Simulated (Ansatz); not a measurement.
`[SiH3][O][In]([SH])[Cl]` + `C[SiH2]BO` → `C[SiH2]BO[SiH3]` + `[OH][In]([SH])[Cl]`  (ligand exchange at the Si–O bond)

Gas-phase electronic energies from Ansatz, PBE0-D4/def2-TZVP geometries. CCSD(T)/CBS adds triple-zeta CCSD(T) − MP2 to the extrapolated MP2 energy (def2 sets, frozen cores). Functionals use def2-TZVPP. B3LYP here is the variant with VWN-RPA as its local correlation; programs differ in this. Elements past krypton have def2 core potentials. For In outer-core shells are correlated without core-valence functions, which leaves a few kJ/mol of doubt a bond. One conformer a species, not always the lowest.

```
             level  ΔE (kcal/mol)
         r2SCAN-D4            4.7
           PBE0-D4            4.8
          B3LYP-D4            4.4
     HF/def2-TZVPP            5.6
SCS-MP2/def2-TZVPP            5.4
CCSD(T)/def2-TZVPP            5.5
    MP2/def2-QZVPP            5.4
      HF/CBS(def2)            5.6
```

(1) What does CCSD(T)/CBS give? (Estimate.)

Largest T1 diagnostic among the species: 0.015.

## Answers

(1) Ansatz gave: +5.3 kcal/mol. The listed levels differ from it by -0.6, -0.5, -0.9, 0.3, 0.1, 0.2, 0.1, 0.3 kcal/mol.

From PBE to PBE0 (25 % exact exchange), in def2-TZVPP and without D4, ΔE moves by +0.8 kcal/mol.
